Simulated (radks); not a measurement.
Task: These are the eigenvalues of the occupied orbitals of an atom or ion with whole-number occupations (hartree). Calculated with a radial shooting solver on a logarithmic mesh with Libxc functionals: Dirac Kohn-Sham, PBEsol, spin-unpolarised, spherical densities, finite nucleus; Fermi nuclear charge, rms radius of each element as measured or else 0.836 A^(1/3) + 0.57 fm.

orbital  eigenvalue
1s1/2     -2319.978
2s1/2     -395.0428
2p1/2     -377.1678
2p3/2     -336.1284
3s1/2     -89.86009
3p1/2     -81.93394
3p3/2     -73.18301
3d3/2     -59.69127
3d5/2     -57.78033
4s1/2     -18.21329
4p1/2     -14.98292
4p3/2     -12.98195
4d3/2      -7.66067
4d5/2      -7.29411
5s1/2      -2.50247
5p1/2      -1.58400
5p3/2      -1.31122
4f5/2      -0.76021
4f7/2      -0.70133
6s1/2      -0.23075
5d3/2      -0.18986
6p1/2      -0.09165

Which element is it, and in what charge state? The configuration may be excited. Open shells, if any, fill j = l - 1/2 first.

Result: Z = 71, lutetium, charge 0: Lu in [Xe] 4f13 5d1 6s2 6p1. The list shows which subshells hold electrons but not how many an open one holds; the 1s level, -2320 hartree, gives Z - s = 68.1 by -(Z - s)^2/2, which with screening and relativity narrows Z to a few neighbours, and the depths of the outer levels then fix element, charge and occupations together.
